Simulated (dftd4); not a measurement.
C₈H₁₂, charge -1, doublet, geometry from GFN2-xTB (a state made from the parent by changing its charge; the spin is typed, not shown lowest); D4 for pbe0 (dftd4 4.2.0).

Here is a job for dftd4.
```
$ dftd4 mol.xyz --func pbe0 --charge -1 --json dftd4.json --noedisp

# file mol.xyz
20

C     -0.69087412    -1.74553618    -0.18585767
C      0.68862544    -1.74702532    -0.18012278
C      1.52375294    -0.58781095    -0.54879789
C      1.52040289     0.58452485     0.56145313
C      0.69087412     1.74553618     0.18585767
C     -0.68862544     1.74702532     0.18012278
C     -1.52375294     0.58781095     0.54879789
C     -1.52040289    -0.58452485    -0.56145313
H     -1.20491430    -2.57513596     0.29530008
H      1.19685513    -2.57772862     0.30528478
H      1.17729101    -0.12804771    -1.47804495
H      2.56346734    -0.90412835    -0.69801976
H      2.55952115     0.89859820     0.71931718
H      1.16523511     0.12551900     1.48778336
H      1.20491430     2.57513596    -0.29530008
H     -1.19685513     2.57772862    -0.30528478
H     -1.17729101     0.12804771     1.47804495
H     -2.56346734     0.90412835     0.69801976
H     -1.16523511    -0.12551900    -1.48778336
H     -2.55952115    -0.89859820    -0.71931718
```

The log (banner, timings and long lists left out):

```
                    ____  _____ _____     ____  _  _
      -------------|  _ \|  ___|_   _|---|  _ \| || |------------
     |             | | | | |_    | | ___ | | | | || |_           |
     |             | |_| |  _|   | ||___|| |_| |__   _|          |
     |             |____/|_|     |_|     |____/   |_|            |
     |             ===================================           |
     |            E. Caldeweyher, S. Ehlert & S. Grimme          |
     |          Mulliken Center for Theoretical Chemistry        |
     |                    University of Bonn                     |
      -----------------------------------------------------------

Rational (Becke-Johnson) damping: pbe0-D4-ATM
---------------------
  s6         1.0000
  s8         1.2007
  s9         1.0000
  a1         0.4009
  a2         5.0293
 alp        16.0000
--------------------

Dispersion energy:      -1.8854014693071E-02 Eh

[Info] JSON dump of results written to 'dftd4.json'
```
